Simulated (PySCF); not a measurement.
Compound: C2H9Al2FO2.
Atom-mapped SMILES: `[CH3:1][O+:2]1[AlH2-:3][O+:4]([CH3:5])[AlH-:6]1[F:7]`

Cartesian coordinates in Å at the PBE0-D3(BJ)/def2-SVP level; atoms count from 1:
```
atom  x, y, z in Å
C1     2.4844   -0.1152   -0.8442
O2     1.1462   -0.0500   -0.3972
Al3    0.1534    1.4034    0.2297
O4    -1.1282    0.0497    0.3531
C5    -2.4949    0.1167    0.7034
Al6   -0.1228   -1.3756   -0.2366
F7    -0.6647   -1.8870   -1.7351
H8     2.5755   -0.8490   -1.6590
H9     2.8008    0.8649   -1.2319
H10    3.1557   -0.4054   -0.0206
H11   -0.1947    2.4371   -0.9268
H12    0.6538    1.8854    1.6599
H13   -3.0799   -0.5729    0.0763
H14   -2.6373   -0.1487    1.7627
H15   -2.8774    1.1352    0.5375
H16    0.2005   -2.4980    0.8223
```

A calculation gives these core lines: C 1s: 293.18 eV; O 1s: 539.10 eV; F 1s: 691.01 eV; Al 1s: 1567.02 (area 1), 1567.52 (area 1) eV.

Method used: delta-SCF UKS SCAN, pcX-2 on the ionised atom, pcseg-1 elsewhere, spin-free X2C in PySCF 2.14.0. Isolated species at its PBE0-D3(BJ)/def2-SVP geometry, gas phase.

Order the aluminium atoms by Al 1s binding energy.

1567.02 eV: Al3 (aluminium bonded to 2 O and 2 H); 1567.52 eV: Al6 (aluminium bonded to F, 2 O and H). The listed Al 1s values span 0.50 eV, from Al3 (bonded to 2 O and 2 H) to Al6 (bonded to F, 2 O and H). Summing the Pauling electronegativity differences to the bonded atoms, each weighted by its formal bond order, gives +4.84 for the lowest site and +6.62 for the highest.

Bonded neighbours of each site: C1/C5: O and 3 H; O2/O4: C and 2 Al; Al3: 2 O and 2 H; Al6: F, 2 O and H; F7: Al.

What is the longest wavelength that can ionise F 1s of F7 vertically?

λ = hc/E = 12398.42 eV Å / 691.01 eV = 17.942 Å.

Topologically equivalent atoms share the value of their first member; where this conformer doesn't relate them by symmetry, their own values could differ.
